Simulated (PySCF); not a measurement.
## NiF₄, broken-symmetry Ms = 0: data card

Computed with PySCF, UB3LYP, basis Ni def2-SVP, F def2-SVP (no relativity, density fitting).

The structure is a saddle point with 1 imaginary mode.

```xyz
5
charge 0 multiplicity 1, angstrom
Ni    0.0000    0.0000   -0.1335
F     0.0000    1.6533   -0.5929
F     0.0000   -1.6533   -0.5929
F     1.4387    0.0000    0.8019
F    -1.4387    0.0000    0.8019
```

```json
{"Point group": "C2v", "Bond lengths": "Ni–F 1.716 Å (×4)", "Bond angles": "F–Ni–F 98.4° (×4), F–Ni–F 113.9°, F–Ni–F 148.9°", "Zero-point energy (real modes)": "20.1 kJ/mol", "Dipole moment": "1.11 D", "Atomisation energy without zero-point energy": "1180 kJ/mol", "Principal quadrupole moments (Buckingham, traceless) about the centre of mass": "-4.28, 0.43, 3.86 D Å", "Highest occupied level (β)": "-11.09 eV", "Rotational constants": "0.1435, 0.1181, 0.09236 cm⁻¹", "Principal polarisabilities": "21.5, 33.5, 37.9 bohr³", "Lowest empty level (β)": "-7.83 eV", "Spin squared ⟨S²⟩": "0.804"}
```

Harmonic modes (masses in u: Ni 57.935, F 18.998):
| ω (cm⁻¹) | IR (km/mol) | type |
| --- | --- | --- |
| 474i | – | bend |
| 108 | 7.7 | bend |
| 182 | 8.8 | bend |
| 196 | 4.1 | bend |
| 197 | 14.4 | bend |
| 613 | 7.3 | stretch |
| 637 | 19.7 | stretch |
| 689 | 38.5 | stretch |
| 745 | 92.1 | stretch |

Charges (e):
```tsv
atom	Mulliken	Löwdin	polar tensor	spin (Mulliken)	Mayer order to Ni1
Ni1	1.09	0.68	1.39	0.00	–
F2,3	-0.30	-0.20	-0.41	0.00	0.89
F4,5	-0.25	-0.14	-0.29	0.00	0.97
```

Mulliken populations on Ni1: s 6.33, p 12.58, d 8.00, f 0.00.

The determinant is spin-contaminated (⟨S²⟩ = 0.80, pure value 0.00). The spin densities have lower symmetry than the nuclear frame, so modes carry no symmetry labels. This need not be the most stable arrangement of these atoms. At this level a quintet minimum of D2d symmetry lies 53 kJ/mol below this structure.

The final relaxation and frequency run took 3.9 min on 2 threads of a shared Arm Neoverse N1 host, with 87 basis functions and 17 gradients; the process peaked at 1.4 GiB. Launch command: `OMP_NUM_THREADS=2 python axn.py task.json out`.
